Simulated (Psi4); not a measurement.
Psi4 input (wB97X-D/6-31G*):

```
memory 1500 MB

molecule {
-1 1
C    -2.37130481    0.24005937   -0.13574572
C    -0.94002001    0.37207793    0.39622560
C     0.11087895   -0.31149729   -0.48165021
S     1.81930045   -0.15814887    0.14644682
H    -2.66405344   -0.81183204   -0.21758690
H    -3.10164373    0.73813505    0.51175033
H    -2.46062372    0.67894364   -1.13488435
H    -0.66952809    1.42803663    0.49390176
H    -0.87125586   -0.05026678    1.40352482
H     0.03182523    0.11439454   -1.49336930
H    -0.17085234   -1.37086923   -0.57946342
symmetry c1
no_reorient
no_com
}

set {
  basis 6-31G*
  reference rks
  scf_type pk
  dft_radial_points 99
  dft_spherical_points 590
  e_convergence 1e-8
  d_convergence 1e-7
  maxiter 150
}

e = energy('wb97x-d')
print_out(f'\nFINAL {e:.10f} DIPOLE {variable("CURRENT DIPOLE")[0]:.6f} {variable("CURRENT DIPOLE")[1]:.6f} {variable("CURRENT DIPOLE")[2]:.6f}\n')
```

Output:

```
   => Loading Basis Set <=

    Name: 6-31G*
    Role: ORBITAL
    Keyword: BASIS
    atoms 1-3  entry C          line   111 file 6-31gs.gbs
    atoms 4    entry S          line   316 file 6-31gs.gbs
    atoms 5-11 entry H          line    44 file 6-31gs.gbs

   => WB97X-D: Empirical Dispersion <=

    Chai and Head-Gordon Dispersion Correction
    Chai, J.-D.; Head-Gordon, M. (2010), J. Chem. Phys., 132: 6615-6620

        s6 =       1.000000

         ---------------------------------------------------------
                                   SCF
               by Justin Turney, Rob Parrish, Andy Simmonett
                          and Daniel G. A. Smith
                              RKS Reference
         ---------------------------------------------------------

  ==> Geometry <==

    Molecular point group: c1
    Full point group: C1

    Geometry (in Angstrom), charge = -1, multiplicity = 1:

       Center              X                  Y                   Z               Mass
    ------------   -----------------  -----------------  -----------------  -----------------
         C           -2.371304810000     0.240059370000    -0.135745720000    12.000000000000
         C           -0.940020010000     0.372077930000     0.396225600000    12.000000000000
         C            0.110878950000    -0.311497290000    -0.481650210000    12.000000000000
         S            1.819300450000    -0.158148870000     0.146446820000    31.972071174400
         H           -2.664053440000    -0.811832040000    -0.217586900000     1.007825032230
         H           -3.101643730000     0.738135050000     0.511750330000     1.007825032230
         H           -2.460623720000     0.678943640000    -1.134884350000     1.007825032230
         H           -0.669528090000     1.428036630000     0.493901760000     1.007825032230
         H           -0.871255860000    -0.050266780000     1.403524820000     1.007825032230
         H            0.031825230000     0.114394540000    -1.493369300000     1.007825032230
         H           -0.170852340000    -1.370869230000    -0.579463420000     1.007825032230

  Running in c1 symmetry.

  Rotational constants: A =      0.88517  B =      0.07811  C =      0.07474 [cm^-1]
  Rotational constants: A =  26536.75219  B =   2341.64785  C =   2240.62094 [MHz]
  Nuclear repulsion =  151.628443359758108

  Charge       = -1
  Multiplicity = 1
  Electrons    = 42
  Nalpha       = 21
  Nbeta        = 21

  ==> Algorithm <==

  SCF Algorithm Type is PK.
  DIIS enabled.
  MOM disabled.
  Fractional occupation disabled.
  Guess Type is SAD.
  Energy threshold   = 1.00e-08
  Density threshold  = 1.00e-07
  Integral threshold = 1.00e-12

  ==> Primary Basis <==

  Basis Set: 6-31G*
    Blend: 6-31G*
    Number of shells: 40
    Number of basis functions: 78
    Number of Cartesian functions: 78
    Spherical Harmonics?: false
    Max angular momentum: 2

  ==> DFT Potential <==

   => LibXC <=

    Version 7.1.2
    S. Lehtola, C. Steigemann, M. J. T. Oliveira, and M. A. L. Marques,  SoftwareX 7, 1–5 (2018) (10.1016/j.softx.2017.11.002)

   => Composite Functional: WB97X-D <=

    wB97X-D Hyb-GGA Exchange-Correlation Functional

    J.-D. Chai and M. Head-Gordon,  Phys. Chem. Chem. Phys. 10, 6615–6620 (2008) (10.1039/B810189B)

    Deriv               =              1
    GGA                 =           TRUE
    Meta                =          FALSE

    Exchange Hybrid     =           TRUE
    MP2 Hybrid          =          FALSE

   => Exchange-Correlation Functionals <=

    1.0000   wB97X-D range-separated functional

   => Exact (HF) Exchange <=

    0.7780            HF,LR [omega = 0.2000]
    0.2220               HF

   => LibXC Density Thresholds  <==

    XC_HYB_GGA_XC_WB97X_D:  1.00E-14

   => Molecular Quadrature <=

    Radial Scheme          =       TREUTLER
    Pruning Scheme         =           NONE
    Nuclear Scheme         =       TREUTLER

    Blocking Scheme        =         OCTREE
    BS radius alpha        =              1
    Pruning alpha          =              1
    Radial Points          =             99
    Spherical Points       =            590
    Total Points           =         600712
    Total Blocks           =           4238
    Max Points             =            256
    Max Functions          =             76
    Weights Tolerance      =       1.00E-15

  ==> Integral Setup <==

  Using in-core PK algorithm.
   Calculation information:
      Number of atoms:                  11
      Number of AO shells:              40
      Number of primitives:            100
      Number of atomic orbitals:        78
      Number of basis functions:        78

      Integral cutoff                 1.00e-12
      Number of threads:                 1

  Performing in-core PK
  Using 14243463 doubles for integral storage.
  We computed 310875 shell quartets total.
  Whereas there are 336610 unique shell quartets.

  Computing range-separated integrals for PK
  We computed 310875 wK shell quartets total.
  Whereas there are 336610 wK unique shell quartets.

  ==> DiskJK: Disk-Based J/K Matrices <==

    J tasked:                  Yes
    K tasked:                  Yes
    wK tasked:                 Yes
    Omega:               2.000E-01
    Schwarz Cutoff:          1E-12


  Cached 50.0% of DFT collocation blocks in 0.577 [GiB].

  Minimum eigenvalue in the overlap matrix is 5.7336928373E-03.
  Reciprocal condition number of the overlap matrix is 8.1951935957E-04.
    Using symmetric orthogonalization.

  ==> Pre-Iterations <==

  SCF Guess: Superposition of Atomic Densities via on-the-fly atomic UHF (no occupation information).

   -------------------------
    Irrep   Nso     Nmo
   -------------------------
     A         78      78
   -------------------------
    Total      78      78
   -------------------------

  ==> Iterations <==

                        Total Energy        Delta E     RMS |[F,P]|

   @RKS iter SAD:  -515.85383979439212   -5.15854e+02   0.00000e+00
   @RKS iter   1:  -516.45669667028687   -6.02857e-01   7.69209e-03 ADIIS/DIIS
   @RKS iter   2:  -516.58963558098105   -1.32939e-01   5.54440e-03 ADIIS/DIIS
   @RKS iter   3:  -516.68451856076581   -9.48830e-02   5.72004e-04 ADIIS/DIIS
   @RKS iter   4:  -516.68562773210397   -1.10917e-03   2.51572e-04 ADIIS/DIIS
   @RKS iter   5:  -516.68585910169531   -2.31370e-04   4.73446e-05 DIIS
   @RKS iter   6:  -516.68586757116486   -8.46947e-06   1.69717e-05 DIIS
   @RKS iter   7:  -516.68586864000054   -1.06884e-06   3.89949e-06 DIIS
   @RKS iter   8:  -516.68586871008699   -7.00865e-08   7.02202e-07 DIIS
   @RKS iter   9:  -516.68586871569039   -5.60340e-09   2.23167e-07 DIIS
   @RKS iter  10:  -516.68586871614161   -4.51223e-10   9.73498e-08 DIIS
  Energy and wave function converged.

  ==> Post-Iterations <==

   Electrons on quadrature grid:
      Ntotal   =   41.9999946883 ; deviation = -5.312e-06

    Orbital Energies [Eh]
    ---------------------

    Doubly Occupied:

       1A    -88.731323     2A    -10.149218     3A    -10.123269
       4A    -10.113980     5A     -7.748000     6A     -5.699907
       7A     -5.691009     8A     -5.690851     9A     -0.720083
      10A     -0.623423    11A     -0.524366    12A     -0.448085
      13A     -0.388009    14A     -0.351904    15A     -0.307691
      16A     -0.306859    17A     -0.251085    18A     -0.241569
      19A     -0.168901    20A     -0.037195    21A     -0.035233

    Virtual:

      22A      0.314372    23A      0.363337    24A      0.368402
      25A      0.377323    26A      0.401818    27A      0.418716
      28A      0.419531    29A      0.440770    30A      0.471407
      31A      0.500633    32A      0.651157    33A      0.690653
      34A      0.720152    35A      0.720943    36A      0.776219
      37A      0.780212    38A      0.798417    39A      0.842532
      40A      0.861136    41A      0.942143    42A      0.967319
      43A      0.973254    44A      1.075011    45A      1.116521
      46A      1.125118    47A      1.153722    48A      1.161312
      49A      1.167703    50A      1.200324    51A      1.211615
      52A      1.213513    53A      1.215503    54A      1.299151
      55A      1.312878    56A      1.372289    57A      1.405781
      58A      1.657530    59A      1.745529    60A      1.761647
      61A      1.857423    62A      2.001200    63A      2.155423
      64A      2.185899    65A      2.233781    66A      2.322923
      67A      2.326408    68A      2.469891    69A      2.495604
      70A      2.581218    71A      2.638661    72A      2.660977
      73A      2.849489    74A      2.936071    75A      4.292730
      76A      4.410280    77A      4.553755    78A      4.730933

    Final Occupation by Irrep:
              A
    DOCC [    21 ]
    NA   [    21 ]
    NB   [    21 ]

  @RKS Final Energy:  -516.68586871614161

   => Energetics <=

    Nuclear Repulsion Energy =            151.6284433597581085
    One-Electron Energy =               -1018.3575091459243822
    Two-Electron Energy =                 381.6709713053323298
    DFT Exchange-Correlation Energy =     -31.6234914991450715
    Empirical Dispersion Energy =          -0.0042827361625761
    VV10 Nonlocal Energy =                  0.0000000000000000
    Total Energy =                       -516.6858687161416128

Computation Completed

Properties will be evaluated at   0.000000,   0.000000,   0.000000 [a0]

Properties computed using the SCF density matrix

 Multipole Moments:

 ------------------------------------------------------------------------------------
     Multipole            Electronic (a.u.)      Nuclear  (a.u.)        Total (a.u.)
 ------------------------------------------------------------------------------------

 L = 1.  Multiply by 2.5417464519 to convert [e a0] to [Debye]
 Dipole X            :         -2.9219957            0.0000001           -2.9219957
 Dipole Y            :          0.2280352           -0.0000001            0.2280351
 Dipole Z            :         -0.2774147            0.0000002           -0.2774145
 Magnitude           :                                                    2.9439799

 ------------------------------------------------------------------------------------

FINAL -516.6858687161 DIPOLE -2.921996 0.228035 -0.277415

*** Psi4 exiting successfully. Buy a developer a beer!
```

The dipole moment of an ion depends on the origin.

The geometry given is a B3LYP-D3(BJ)/def2-TZVP minimum.
